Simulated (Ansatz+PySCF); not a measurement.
## quartet CrN: levels of theory in one basis

```xyz
2

Cr    0.0000    0.0000    0.0000
N     0.6215   -1.2380    0.7239
```

Basis set: cc-pVTZ (spherical functions). Correlated methods keep 10 orbitals frozen. Correlation on ROHF uses semicanonical orbitals with singles. Charge 0, multiplicity 4.

Computed with Ansatz (development build ahead of 0.2.0) and PySCF 2.14.0; each method stands on the lowest determinant of its kind that the runs found.

```json
{"method": "ROHF", "E − E(ROHF) (eV)": "0.00", "<S²> of the determinant": "3.75"}
{"method": "UHF", "E − E(ROHF) (eV)": "-3.37", "<S²> of the determinant": "5.46"}
{"method": "UHF-MP2", "E − E(ROHF) (eV)": "-11.53", "<S²> of the determinant": "5.46"}
{"method": "ROHF-CCSD", "E − E(ROHF) (eV)": "-12.69", "<S²> of the determinant": "–"}
{"method": "ROHF-CCSD(T)", "E − E(ROHF) (eV)": "-13.82", "<S²> of the determinant": "–"}
```

**Question.** What does ROHF-MP2 give on the same scale?

**Answer.** -13.58 eV.

**Question.** Is a single determinant a sound starting point here?

**Answer.** It is doubtful. Unrestricted orbitals lower Hartree–Fock by 3.37 eV and <S²> is 5.46 where a pure state has 3.75, a sign of strong static correlation.

Caution: another spin multiplicity may lie lower. Caution for ROHF, ROHF-MP2, ROHF-CCSD, ROHF-CCSD(T): an unrestricted determinant lies well below. Caution for UHF, UHF-MP2: the unrestricted determinant is a mixture of spin states. Caution for ROHF-MP2, ROHF-CCSD, ROHF-CCSD(T): large amplitudes, a single reference is doubtful.
